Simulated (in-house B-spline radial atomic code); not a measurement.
Mg⁺. Computed with a B-spline radial atomic code. Model: non-relativistic spherical atom: semilocal Troullier-Martins pseudo-atom, one channel per l, against all electrons, high spin, G0W0 and RPA with empty states to l = 8, local potential for every l without a channel, a model core (radius 0 = none) keeps its share of the functional.

What the tables leave out is listed at the end.

The pseudopotential gives back the lowest level of each angular momentum of its own functional in the configuration it was made in; a second state of the same l is only approximately right. Exact exchange, RPA and GW see the smooth pseudo-orbitals and miss the exchange with the core, for which the functional's share stands in. The column with an uncorrelated core keeps all orbitals and exact exchange, and so separates missing core correlation from pseudisation. Only the three outermost levels and the lowest empty one were computed. RPA here is direct RPA, with no exchange kernel, and its energies carry an (l + 1/2)⁻⁴ tail. A hybrid on a potential with a model core restores only its own semilocal share of the core's exchange.

Command:
```bash
python run_psgw.py task.json out
```
Settings (lengths in bohr, energies in hartree):
```
Z                      12
electrons              11
configuration          [Ne] 3s1
generated_in           [Ne] 3s1
functional             pbe,pbe
core_shells            2
radius_factor          1.3
core_correction        True
ion_configuration      [He] 2s2 2p6
```

Run time, properties included: 33 s on 1 thread of Arm Neoverse N1 (shared host).

Given: made with PBE; model core radius 0.201 bohr; local radius 1.248 bohr; mean-field start PBE.

Valence shells of the generating configuration: 2p, 3s.

Channel: s 3.057, p 0.929 (radii in bohr).

Computed: largest level miss in the spin-unpolarised generating configuration 0 eV; valence RPA correlation energy all-electron orbitals -0.36827 hartree; valence RPA correlation energy pseudo -0.45532 hartree; all-electron RPA polarisability, core included 21.037 bohr³; pseudo-atom RPA polarisability 20.992 bohr³; ionisation by mean-field pseudo minus all 0.016 eV; ionisation by RPA all-electron 15.606 eV.

```csv
level,occupied,mean-field all-electron (eV),mean-field pseudo minus all (eV),G0W0 all-electron (eV),G0W0 uncorrelated core minus all (eV),G0W0 pseudo minus all (eV),exchange self-energy all-electron (eV),exchange self-energy pseudo (eV)
3s up,1,-11.899,0.004,-15.573,-0.036,-0.284,-10.421,-10.153
3s down (empty),0,-9.8917,-0.025,-7.5916,-0.035,-0.349,-1.7501,-1.5319
```

Problem. What is the ionisation by RPA pseudo minus all?

Solution. 0.441 eV.

Problem. What is the ionisation by mean-field all-electron?

Solution. 15.337 eV.

Given: mean-field start PBE0.

Computed: valence RPA correlation energy all-electron orbitals -0.35057 hartree; valence RPA correlation energy pseudo -0.43871 hartree; all-electron RPA polarisability, core included 17.763 bohr³; ionisation by mean-field pseudo minus all 0.146 eV; ionisation by RPA all-electron 15.496 eV; ionisation by RPA pseudo minus all 0.424 eV.

| level | occupied | mean-field all-electron (eV) | mean-field pseudo minus all (eV) | G0W0 all-electron (eV) | G0W0 uncorrelated core minus all (eV) | G0W0 pseudo minus all (eV) | exchange self-energy all-electron (eV) | exchange self-energy pseudo (eV) |
| --- | --- | --- | --- | --- | --- | --- | --- | --- |
| 3s up | 1 | -12.708 | -0.094 | -15.559 | -0.031 | -0.312 | -10.296 | -10.278 |
| 3s down (empty) | 0 | -9.0449 | -0.123 | -7.5175 | -0.028 | -0.246 | -1.5139 | -1.4068 |

Problem. What is the pseudo-atom RPA polarisability?

Solution. 17.09 bohr³.

Problem. What is the ionisation by mean-field all-electron?

Solution. 15.232 eV.

Among the listed levels the largest G0W0 shift of the pseudo-atom is -0.35 eV, for 3s down (empty) on the PBE start, while leaving the core uncorrelated moves that level by -0.04 eV. So pseudisation and the lost core exchange, not the missing core correlation, make the error. Not in the tables (levels of low weight, unsolved or above zero; the highest and the empty levels are kept at any weight): on PBE the G0W0 levels 2p down (pseudo minus all +3.60 eV, weights 0.48 and 0.10), 2p up (pseudo minus all +3.60 eV, weights 0.10 and 0.10); on PBE0 the G0W0 levels 2p down (pseudo minus all +3.40 eV, weights 0.77 and 0.64), 2p up (pseudo minus all +3.34 eV, weights 0.75 and 0.64); no Hartree-Fock pseudo-atom is run with a model core.
